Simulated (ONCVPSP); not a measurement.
Reading a pseudo-wave (carbon)

Columns: radius, all-electron u(r) and pseudo u(r) of the 2p shell (level -8.02 eV) of carbon in the configuration [He] 2s2 2p1.75; LDA (Perdew-Zunger), scalar-relativistic, ONCV scheme, ONCVPSP 4.0.1.

```
r (bohr)  all-electron  pseudo
   0.125        0.0724  0.0255
   0.250        0.2096  0.0981
   0.375        0.3506  0.2068
   0.500        0.4726  0.3356
   0.625        0.5690  0.4673
   0.750        0.6398  0.5859
   0.875        0.6872  0.6800
   1.000        0.7148  0.7433
   1.125        0.7260  0.7754
   1.250        0.7244  0.7802
   1.375        0.7129  0.7642
   1.500        0.6941  0.7347
   1.625        0.6700  0.6982
   1.750        0.6423  0.6594
   1.875        0.6123  0.6211
   2.000        0.5808  0.5846
   2.125        0.5488  0.5500
   2.250        0.5168  0.5170
   2.375        0.4851  0.4851
   2.500        0.4543  0.4543
   2.625        0.4244  0.4244
   2.750        0.3957  0.3957
   2.875        0.3682  0.3682
   3.000        0.3421  0.3421
   3.125        0.3174  0.3174
   3.250        0.2941  0.2941
```

Question: How many radial nodes do the two functions have?

Answer: The all-electron 2p function has n − l − 1 = 0; the pseudo-wave has 0.

Question: At about which radius was the pseudo-wave matched?

Answer: 2.50 bohr. The columns agree to 0.0005 from 2.25 bohr on; several derivatives are matched, so the curves merge somewhat inside the radius.

Question: Is the pseudo-wave norm-conserving?

Answer: Yes: the ONCV scheme keeps the norm inside the radius equal to the all-electron one, which fixes the energy derivative of the logarithmic derivative at the level.
